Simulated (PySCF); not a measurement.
Antimony: a sound run and one with changed settings

Sound run: Sb [Kr] 4d10 5s2 5p3, Sb⁺ [Kr] 4d10 5s2 5p2. All numbers are calculated (PySCF 2.14, scalar relativity through the core potential, in cc-pVDZ-PP with ECP28MDF). The sound run starts from symmetry-adapted Hartree-Fock orbitals and uses a fine grid where one is needed.

Changed run: initial guess 1e, at most 2 SCF cycles. This setting is unsound on purpose.

```json
{"species": "Sb", "method": "UHF", "sound run (hartree)": "-239.27266", "changed run (hartree)": "-239.26867", "converged": "no"}
{"species": "Sb", "method": "PBE", "sound run (hartree)": "-240.20044", "changed run (hartree)": "-239.85231", "converged": "no"}
{"species": "Sb", "method": "MN15", "sound run (hartree)": "-239.65659", "changed run (hartree)": "-239.52252", "converged": "no"}
{"species": "Sb⁺", "method": "UHF", "sound run (hartree)": "-238.95660", "changed run (hartree)": "-238.95479", "converged": "no"}
{"species": "Sb⁺", "method": "PBE", "sound run (hartree)": "-239.87148", "changed run (hartree)": "-239.73779", "converged": "no"}
{"species": "Sb⁺", "method": "MN15", "sound run (hartree)": "-239.32545", "changed run (hartree)": "-239.28304", "converged": "no"}
```

The SCF was stopped early; the energies are upper bounds that still move, and correlated levels were skipped or rest on poor orbitals.
